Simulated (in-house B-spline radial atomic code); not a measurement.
Inner levels of nickel as electrons are removed. A shift is the extra binding of the orbital against the neutral atom ([Ar] 3d3/2(4) 3d5/2(4) 4s2). The density at the nucleus is averaged over the nuclear charge. Computed with a radial B-spline atomic code at the basis-set limit: Dirac-Hartree-Fock, jj configuration that fills j = l - 1/2 first, finite nuclei.

A number in brackets counts the electrons of a j subshell.

```json
{"ion": "Ni19+", "configuration": "[He] 2s2 2p1/2(2) 2p3/2(3)", "shift of 1s1/2 (eV)": "823.89", "radius of 1s1/2 (bohr)": "0.05396", "Σ<r²> (bohr²)": "0.39939", "change of density at nucleus (bohr⁻³)": "-117.89"}
{"ion": "Ni20+", "configuration": "[He] 2s2 2p1/2(2) 2p3/2(2)", "shift of 1s1/2 (eV)": "969.99", "radius of 1s1/2 (bohr)": "0.053897", "Σ<r²> (bohr²)": "0.3363", "change of density at nucleus (bohr⁻³)": "-49.721"}
{"ion": "Ni21+", "configuration": "[He] 2s2 2p1/2(2) 2p3/2(1)", "shift of 1s1/2 (eV)": "1120.42", "radius of 1s1/2 (bohr)": "0.053831", "Σ<r²> (bohr²)": "0.27742", "change of density at nucleus (bohr⁻³)": "21.096"}
{"ion": "Ni22+", "configuration": "[He] 2s2 2p1/2(2)", "shift of 1s1/2 (eV)": "1275.15", "radius of 1s1/2 (bohr)": "0.053761", "Σ<r²> (bohr²)": "0.22242", "change of density at nucleus (bohr⁻³)": "94.575"}
{"ion": "Ni23+", "configuration": "[He] 2s2 2p1/2(1)", "shift of 1s1/2 (eV)": "1436.51", "radius of 1s1/2 (bohr)": "0.053683", "Σ<r²> (bohr²)": "0.17175", "change of density at nucleus (bohr⁻³)": "166.4"}
{"ion": "Ni24+", "configuration": "[He] 2s2", "shift of 1s1/2 (eV)": "1602.41", "radius of 1s1/2 (bohr)": "0.053601", "Σ<r²> (bohr²)": "0.12447", "change of density at nucleus (bohr⁻³)": "240.6"}
{"ion": "Ni25+", "configuration": "[He] 2s1", "shift of 1s1/2 (eV)": "1747.17", "radius of 1s1/2 (bohr)": "0.053591", "Σ<r²> (bohr²)": "0.064822", "change of density at nucleus (bohr⁻³)": "-728.13"}
{"ion": "Ni26+", "configuration": "1s2", "shift of 1s1/2 (eV)": "1894.62", "radius of 1s1/2 (bohr)": "0.05355", "Σ<r²> (bohr²)": "0.0076871", "change of density at nucleus (bohr⁻³)": "-1744.81"}
{"ion": "Ni27+", "configuration": "1s1", "shift of 1s1/2 (eV)": "2373.63", "radius of 1s1/2 (bohr)": "0.052818", "Σ<r²> (bohr²)": "0.003733", "change of density at nucleus (bohr⁻³)": "-10312.6"}
```
